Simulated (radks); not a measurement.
Values are calculated unless marked as measured or tabulated.
Initial-state core-level shifts of neutral holmium when its valence configuration changes from [Xe] 4f11 6s2. Level of theory: scalar-relativistic Kohn-Sham, BLYP, spin-polarised, spherical densities, point nucleus; open shells are filled with parallel spins first (spin-orbit coupling, left out, can overturn this in heavy ions) (a radial shooting solver on a logarithmic mesh with Libxc functionals). Shifts are changes of the shell-averaged eigenvalues in eV (positive: less bound).

| valence | 2p | 3s | 5s | 5p |
|---|---|---|---|---|
| 4f9 6s2 6p2 | -21.743 | -23.515 | -14.688 | -12.719 |
| 4f11 6p2 | -2.595 | -2.557 | -2.697 | -2.662 |
| 4f10 5d1 6s2 | -6.727 | -7.541 | -3.845 | -3.098 |
| 4f10.5 6p2.5 | -7.197 | -7.515 | -6.006 | -5.529 |
| 4f11 6s1 6p1 | -1.278 | -1.260 | -1.327 | -1.311 |
| 4f10.5 5d0.5 6s2 | -3.250 | -3.618 | -1.963 | -1.604 |
| 4f10 5d1 6s1 6p1 | -7.922 | -8.733 | -5.039 | -4.272 |
| 4f10 5d1 6p2 | -9.195 | -10.002 | -6.322 | -5.537 |
